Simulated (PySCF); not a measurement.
An unknown is described by computed data only.

Formula: C3H4NO2S; charge -1.

| Property | Result |
| --- | --- |
| 13C NMR | chemical shifts (computed TMS as zero) by class: 131.9 (1 C), 51.1 (1 C), 41.5 (1 C) ppm [GIAO PBE0/pcSseg-1] |
| Rotational structure | rotational constants A, B, C: 4.243, 1.606, 1.547 GHz [GFN2-xTB] |
| XPS | S2p3/2 168.8, C1s 285.6, C1s 286.8, C1s 286.9, N1s 399.1, O1s 532.7 (×2), S1s 2477.7 eV [ΔSCF SCAN, pcX-2 on the ionised atom, pcseg-1 elsewhere, spin-free X2C, 2p3/2 from a spin–orbit splitting computed afterwards within the 2p shell] |
| NMR, other nuclei | isotropic shieldings of nuclei other than C and H, by class: -28 (1 N), 110 (2 O), 179 (1 S) ppm [GIAO PBE0/pcSseg-1] |
| 1H NMR | chemical shifts (computed TMS as zero) by class: 2.32 (1 H), 2.27 (3 H) ppm [GIAO PBE0/pcSseg-1] |

Gas-phase values; electronic properties from PySCF, density fitting. Levels stand in brackets. One conformer (not necessarily the lowest) at the GFN2-xTB geometry, without solvent, vibrations or thermal averaging. No diffuse functions stand in pcSseg-1, which bears on an anion's orbital energies. Each NMR value is the plain mean over a class of atoms that symmetry, rotation or inversion makes alike.

Question: Propose a structure and show how it fits.

Answer: Numbering: `[CH3:1][S:2](=[O:3])(=[O:4])[CH-:5][C:6]#[N:7]`. 3 carbons fall into 3 classes; from least to most shielded: carbon bonded to C and N [C6] (131.9 ppm), S-methyl carbon [C1] (51.1 ppm), carbon bonded to C, S and H [C5] (41.5 ppm). Hydrogen classes from least to most shielded: 1 H on a carbon bonded to C, S and H, C5 (2.32 ppm), 3 H on an S-methyl carbon, C1 (2.27 ppm, a mean of values up to 1.3 ppm apart in this geometry). The other shieldings belong to: -28 ppm, nitrogen bonded to C [N7]; 110 ppm, sulfonyl oxygen [O3/O4]; 179 ppm, sulfonyl sulfur [S2]. The core levels belong to: S2p3/2 168.8 eV, sulfonyl sulfur [S2]; C1s 285.6 eV, carbon bonded to C, S and H [C5]; C1s 286.8 eV, carbon bonded to C and N [C6]; C1s 286.9 eV, S-methyl carbon [C1]; N1s 399.1 eV, nitrogen bonded to C [N7]; O1s 532.7 eV, sulfonyl oxygen [O3/O4]; S1s 2477.7 eV, sulfonyl sulfur [S2]. One atom of each topological class was ionised and stands for its class. The optimised geometry has point group C1 and is an asymmetric top. Structure: `CS(=O)(=O)[CH-]C#N`. Computed isomers that give other values at the same levels: `C[C@@H](C#N)[S@](=O)[O-]` (13C chemical shifts (computed TMS as zero) by class: 135.5 (1 C), 55.9 (1 C), 19.0 (1 C) ppm); `N#CCC[S@@](=O)[O-]` (13C chemical shifts (computed TMS as zero) by class: 136.7 (1 C), 62.9 (1 C), 1.7 (1 C) ppm). The assignments are read from this structure; whether some other isomer fits the data as well wasn't checked.

Shape of the structure used: `[CH3:1][S:2](=[O:3])(=[O:4])[CH-:5][C:6]#[N:7]`: C1–S2–C5–C6 -58°.
